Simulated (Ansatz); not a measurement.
`C[Si]Cl` + HBr → `Cl[Si]Br` + CH₄ at 500 K and 1 bar (ligand exchange at the Si–C bond).

Calculated with Ansatz (gas phase, PBE0-D4/def2-TZVP geometries, no zero-point term in ΔE). CCSD(T)/CBS adds triple-zeta CCSD(T) − MP2 to the extrapolated MP2 energy (def2 sets, frozen cores). This one scheme is used for every species. For Br outer-core shells are correlated without core-valence functions, which leaves a few kJ/mol of doubt a bond. Scalar relativity is left out up to krypton.

```tsv
species	CCSD(T)/CBS energy (Eh)	H − E (kJ/mol)	S (J/(mol·K))
`C[Si]Cl`	-788.72093	126.9	336.6
HBr	-2573.91920	30.5	213.7
`Cl[Si]Br`	-3322.23177	30.4	327.5
CH₄	-40.46206	135.6	206.8
```

H − E and S are ideal-gas, rigid-rotor, harmonic terms from PBE0-D4/def2-TZVP. 1 Eh = 2625.50 kJ/mol, R = 8.31446 J/(mol·K).

Problem. By hand: ΔE, ΔH, ΔS and ΔG.

Solution. ΔE = (-3322.23177) + (-40.46206) − (-788.72093) − (-2573.91920) = -0.05370 Eh = -141.0 kJ/mol. Δ(H − E) = 30.4 + 135.6 − 126.9 − 30.5 = 8.6, so ΔH = -132.4 kJ/mol. ΔS = 327.5 + 206.8 − 336.6 − 213.7 = -16.0 J/(mol·K). ΔG = -132.4 − 500 × (-16.0)/1000 = -124.4 kJ/mol.

Problem. By hand: the equilibrium constant, and the temperature at which ΔG would vanish if ΔH and ΔS stayed fixed.

Solution. log₁₀ K = −ΔG/(RT ln 10) = 13.0. ΔG = 0 at ΔH/ΔS = 8275 K, far beyond where these terms or the molecules hold.

ΔH outweighs TΔS. A doubt of 5 kJ/mol in ΔE shifts log₁₀ K by 0.5 here. These are equilibria of isolated gas molecules and say nothing of rates. Largest T1 diagnostic: 0.012 (customary marks: 0.02 for closed shells, 0.045 for open ones).
